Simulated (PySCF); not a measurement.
Molecule: SMILES COC(F)(F)C(F)(F)F, C3H3F5O.

Cartesian coordinates in Å; atom numbers follow the order of the lines, from 1:
```xyz
12

C    -1.8945    0.3674    0.3355
O    -0.4876    0.5646    0.5678
C     0.3173   -0.3354    0.0218
F     0.0702   -1.6052    0.4480
F     0.1979   -0.4115   -1.3329
C     1.7892    0.0183    0.3649
F     2.1017    1.2237   -0.1021
F     2.6366   -0.8590   -0.1627
F     1.9736    0.0266    1.6819
H    -2.2155   -0.5872    0.7550
H    -2.3785    1.1915    0.8506
H    -2.1092    0.4054   -0.7334
```

Frames of a GFN2-xTB Langevin trajectory at 200 K; GIAO PBE0/pcSseg-1 shieldings in PySCF 2.14.0 with density-fitted response routines, gas phase, non-relativistic; equivalent atoms averaged within each frame.

References, each an isolated molecule treated in the same way: $^{13}$C (σ = 186.93 ppm), $^{1}$H (σ = 31.72 ppm) against TMS; H2O for $^{17}$O (σ = 336.08 ppm); $^{19}$F (σ = 170.95 ppm) vs CFCl3. The references are static minima.

Task: How do the shifts (ppm) fluctuate along the trajectory?

Result: 
```tsv
time (fs)	C6	C3	C1	O2	F7/F8/F9	F4/F5	H10/H11/H12
optimised geometry	126.0	124.0	53.4	84.5	-100.1	-112.4	4.02
250	126.0	124.8	55.3	89.0	-98.0	-110.2	4.34
425	123.3	121.2	51.3	69.9	-110.0	-115.7	3.92
625	125.9	129.4	55.5	94.0	-96.5	-95.4	4.23
800	120.8	130.4	55.1	96.2	-108.4	-106.2	4.24
1000	128.4	124.0	61.6	93.4	-99.4	-112.1	4.38
mean of frames	124.9	126.0	55.8	88.5	-102.4	-107.9	4.22
standard deviation	2.9	3.9	3.7	10.7	6.3	7.8	0.18
```

5 frames give an uncertainty of the mean of about the standard deviation over 2.2 at best, since frames this close in time may not be independent; classical motion lacks zero-point vibration, and the reference would need the same averaging.
